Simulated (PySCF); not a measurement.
# One molecule, many functionals

C3H8BN.
SMILES: `C=NB(C)C`

Linear-response calculations in the def2-SVPD basis (PySCF; singlets by full response, triplets Tamm–Dancoff, core orbitals frozen in the response; HF means time-dependent Hartree–Fock). 'Strongest' is the level of largest summed f among the singlets computed (10 roots, of which the last may lack a degenerate partner); it can jump between rows when another state enters that window. S1 is the lowest singlet of each run and needn't be the same state throughout; f(S1) is that of one state. Geometry: PBE0-D3(BJ)/def2-SVP; no solvent, vibrations or thermal averaging.

| functional | kind | S1 (eV) | f(S1) | strongest (eV) | T1 (eV) | HOMO (eV) | gap (eV) | ionisation energy, ΔSCF (eV) |
| --- | --- | --- | --- | --- | --- | --- | --- | --- |
| LDA | LDA | 4.43 | 0.000 | 7.32 | 3.96 | -6.17 | 4.19 | 9.47 |
| PBE | GGA | 4.51 | 0.000 | 7.00 | 3.96 | -6.07 | 4.32 | 9.31 |
| B3LYP | global hybrid, 20% exact exchange | 4.55 | 0.000 | 7.53 | 4.01 | -7.17 | 6.25 | 9.49 |
| PBE0 | global hybrid, 25% exact exchange | 4.58 | 0.000 | 7.66 | 3.99 | -7.38 | 6.72 | 9.43 |
| BHandHLYP | global hybrid, 50% exact exchange | 4.61 | 0.000 | 8.04 | 4.06 | -8.63 | 9.15 | 9.38 |
| CAM-B3LYP | range-separated hybrid | 4.55 | 0.000 | 7.84 | 4.01 | -8.77 | 9.27 | 9.56 |
| wB97X-D | range-separated hybrid | 4.60 | 0.000 | 7.88 | 4.10 | -9.25 | 10.46 | 9.52 |
| LC-wPBE | range-separated hybrid | 4.62 | 0.000 | 8.14 | 4.02 | -10.11 | 11.85 | 9.63 |
| HF | Hartree–Fock | 4.75 | 0.000 | 8.12 | 4.17 | -10.61 | 12.75 | not settled |

S1 runs from 4.43 eV (LDA) to 4.75 eV (HF), a spread of 0.32 eV, while the orbital gap spreads over 8.6 eV. Along PBE (0%), B3LYP (20%), PBE0 (25%), BHandHLYP (50%), HF (100%) S1 rises with the share of exact exchange. −ε(HOMO) comes closest to its own ΔSCF ionisation energy with wB97X-D (-0.26 eV) and misses most with LDA (-3.30 eV). 'Not settled' means that the ion's SCF failed to converge or may have ended in another state than the lowest.
